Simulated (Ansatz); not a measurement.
Species: CH$_{6}$NSi, charge 0, doublet. CH6NSi (SMILES C([SiH3])[NH], doublet).
B3LYP-D3(BJ)/def2-TZVP minimum from Ansatz (a program for electronic structure):
```xyz
9

N      1.6928    -0.1338    -0.1155
C      0.5687    -0.1955     0.7460
Si    -0.9923     0.2035    -0.2985
H      1.8087    -1.0515    -0.5553
H      0.3823    -1.1638     1.2312
H      0.6208     0.5868     1.5104
H     -1.1228    -0.8008    -1.3788
H     -0.8779     1.5560    -0.8809
H     -2.1815     0.1344     0.5855
```
Charge 0, spin multiplicity 2.

Total energies in cc-pV(D+d)Z, 19 correlated electrons, 7 frozen orbitals. Radicals and triplets start from unrestricted determinants; spin-orbit coupling is neglected. Cores are frozen in correlated methods. No relativity.

| method | program | energy (Eh) | minus CCSDT(Q) (mEh) |
|---|---|---|---|
| HF | Ansatz | -384.69987 | 451.84 |
| MP2 | Ansatz | -385.08494 | 66.78 |
| CCSD | Ansatz | -385.13836 | 13.36 |
| CCSD(T) | Ansatz | -385.14981 | 1.90 |
| CCSDT(Q) | Ansatz | -385.15171 | 0.00 |

Rough core times of Ansatz's runs on a shared machine: CCSD(T) 30 s, CCSDT(Q) 70 min.
